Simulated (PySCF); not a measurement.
**Radial density of Ag³⁺ (silver, charge +3)**

UHF, [Kr] 4d8, high-spin 3F determinant. All numbers are calculated (PySCF 2.14, a scalar-relativistic core potential, in cc-pVTZ-PP with ECP28MDF). This is the valence pseudo-density: the core potential removes the inner electrons and smooths the orbitals near the nucleus.

| r (bohr) | 4πr²ρ (e/bohr) | 4πr²(ρα − ρβ) |
| --- | --- | --- |
| 0.0180 | 1.323e-05 | 0.0000 |
| 0.0304 | 3.320e-05 | 0.0000 |
| 0.0511 | 7.932e-05 | 0.0000 |
| 0.0859 | 0.0003357 | 0.0000 |
| 0.144 | 0.003623 | 0.0006 |
| 0.243 | 0.05795 | 0.0094 |
| 0.409 | 1.364 | 0.1504 |
| 0.687 | 13.71 | 1.2017 |
| 1.16 | 14.07 | 1.8190 |
| 1.94 | 2.199 | 0.4205 |
| 3.27 | 0.06242 | 0.0106 |
| 5.50 | 1.555e-05 | 0.0000 |

Energies and moments cover only the electrons outside the core potential.
